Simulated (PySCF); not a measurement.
Worked example: chemical shift, span and skew from a shielding tensor

Se(F)(OSiH3) (FH3OSeSi), SMILES F[Se]O[SiH3]. Atoms are numbered in the order given.

```xyz
7

Se    -0.2100     0.5556     0.7856
F     -1.8528     0.2784     0.1247
O      0.6609    -0.8540     0.0765
Si     1.0676    -0.8532    -1.5931
H     -0.1368    -1.1807    -2.4254
H      2.1033    -1.9282    -1.7305
H      1.6161     0.4898    -1.9846
```
Charge 0, spin multiplicity 1.

The structure is a stationary point at PBE-D3(BJ)/def2-SVP. The geometry has at least one imaginary mode, so it is a saddle point at that level. Other conformers were not sampled.

GIAO shieldings from KT2/pcSseg-1 run with PySCF, non-relativistic, no solvent. The symmetric part of the tensor of Se1 has the principal values -3610.1, -1390.3, 172.5 ppm. The same nucleus in Me2Se has σ = 1692.1 ppm at this level (PySCF, at its B3LYP-D3(BJ)/def2-TZVP geometry).

Work out the isotropic shielding, the ⁷⁷Se shift against Me2Se, the span and the skew.


σ(iso) = (σ11 + σ22 + σ33)/3 = -1609.3 ppm. δ = σ(ref) − σ(iso) = 1692.1 − (-1609.3) = 3301.4 ppm.
Span Ω = σ33 − σ11 = 3782.6 ppm. Skew κ = 3(σ(iso) − σ22)/Ω = -0.17. Tumbling in solution averages the tensor to δ; in a static solid the shielding alone would spread this spin-1/2 line over Ω.
